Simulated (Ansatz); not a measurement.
Cartesian coordinates in Å:
```
F -2.428 0.776 1.043
C -1.376 0.097 0.597
N -0.415 0.677 0.077
Si 1.010 -0.001 -0.566
F 0.956 -1.593 -0.558
Cl 2.577 0.570 0.589
H -1.529 -0.972 0.769
H 1.205 0.447 -1.950
```

Total charge 0; spin multiplicity 1.

Task: List the PBE/def2-TZVPP orbital energies in eV (the Gaussian-basis code of Ansatz). (An estimate is asked.)

Result: Ansatz gave: Occupied: -2739.30, -1781.80, -661.24, -660.32, -380.92, -273.02, -249.89, -190.58, -190.42, -190.42, -139.32, -96.11, -96.08, -96.00, -31.70, -30.08, -23.46, -20.96, -16.45, -14.66, -13.72, -12.59, -12.26, -11.27, -11.25, -10.55, -9.82, -9.57, -8.62, -8.29, -8.19, -7.37. Lowest empty: -2.31, -0.27, 0.20, 0.65, 1.38, 1.62, 2.31, 2.70.
